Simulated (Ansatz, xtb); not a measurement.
# Relative energy of two isomers of C4H7FSi

We compare X, `C#C[Si](C)(C)F`, a singlet, with Y, `C#CC[Si@@H](C)F`, a singlet. Both are isolated molecules in the gas phase, relaxed with r2SCAN-D4/def2-SVP, each in the lowest conformer that the search found.

X (Å):

```yaml
atoms:
  - { symbol: C, position_ang: [-2.6342, 0.4030, -1.8296] }
  - { symbol: C, position_ang: [-1.6558, 0.3390, -1.1013] }
  - { symbol: C, position_ang: [0.0757, -1.5439, 0.5178] }
  - { symbol: C, position_ang: [-0.4277, 1.3822, 1.4635] }
  - { symbol: F, position_ang: [1.0965, 0.7249, -0.8246] }
  - { symbol: Si, position_ang: [-0.2089, 0.2258, 0.0245] }
  - { symbol: H, position_ang: [-3.4928, 0.4610, -2.4754] }
  - { symbol: H, position_ang: [0.2320, -2.1755, -0.3705] }
  - { symbol: H, position_ang: [0.9644, -1.6331, 1.1634] }
  - { symbol: H, position_ang: [-0.7903, -1.9440, 1.0692] }
  - { symbol: H, position_ang: [-0.5592, 2.4183, 1.1143] }
  - { symbol: H, position_ang: [-1.3153, 1.1102, 2.0571] }
  - { symbol: H, position_ang: [0.4512, 1.3526, 2.1275] }
```

Y (Å):

```xyz
13

C    -3.1101    0.8817   -1.1370
C    -2.2843    0.0862   -1.5439
C    -1.2296   -0.8010   -1.9937
C     0.6476    0.1283    0.2828
F     1.5753   -1.1308   -2.0965
Si    0.4571   -0.0689   -1.5535
H    -3.8630    1.5652   -0.7917
H    -1.3196   -1.7974   -1.5231
H    -1.2824   -0.9597   -3.0860
H     0.6579    1.2069   -2.2941
H    -0.1243    0.8094    0.6754
H     1.6349    0.5418    0.5418
H     0.5384   -0.8420    0.7937
```

Problem. Estimate which is lower in electronic energy at CCSD(T)/def2-SVP + ΔMP2/def2-TZVPP, and by roughly how much.

Solution. The CCSD(T)/def2-SVP + ΔMP2/def2-TZVPP calculation puts structure X lower, by 16.2 kcal/mol.

How the difference moves with the method:

| level | geometry | E(Y) − E(X) (kcal/mol) | departure from the last row (kcal/mol) | job, with rough time for the two |
| --- | --- | --- | --- | --- |
| GFN2-xTB | GFN2-xTB | −6.8 | −23.0 | optimisation, 0.22 s |
| HF/STO-3G | GFN2-xTB | +17.7 | +1.5 | single point, 0.74 s |
| r2SCAN-D4/def2-SVP//GFN2-xTB | GFN2-xTB | +14.6 | −1.6 | single point, 4.5 s |
| r2SCAN-D4/def2-SVP | r2SCAN-D4/def2-SVP | +14.1 | −2.0 | optimisation, 42 s |
| HF/def2-SVP | r2SCAN-D4/def2-SVP | +14.4 | −1.8 | part of the CCSD(T) run |
| MP2/def2-SVP | r2SCAN-D4/def2-SVP | +14.4 | −1.8 | part of the CCSD(T) run |
| CCSD(T)/def2-SVP | r2SCAN-D4/def2-SVP | +14.0 | −2.1 | single point |
| CCSD(T)/def2-SVP + ΔMP2/def2-TZVPP | r2SCAN-D4/def2-SVP | +16.2 |  | single point, 53 s |

As drawn, Y has 1 C–C, 1 Si–H in place of 1 C–Si, 1 C–H.

GFN2-xTB puts the two in the other order. The largest departure from CCSD(T)/def2-SVP + ΔMP2/def2-TZVPP is that of GFN2-xTB, 23.0 kcal/mol. The last row adds to CCSD(T) the change of the MP2 difference between the two basis sets, here +2.1 kcal/mol.

With thermal terms from frequencies at re-optimised GFN2-xTB minima (ideal gas, soft modes damped towards free rotors, one conformer each, 298.15 K, 1 atm): the zero-point term adds −1.2 kcal/mol; ΔH is +14.7 and ΔG +15.4 kcal/mol.

The correlated steps freeze 10 core orbitals. Mirror images aren't counted in ΔG. Run with Ansatz 0.2.0, xtb 6.7.1; the last row on 2 threads of Intel(R) Xeon(R) Platinum 8259CL CPU @ 2.50GHz (Skylake/Cascade Lake) on a shared host.
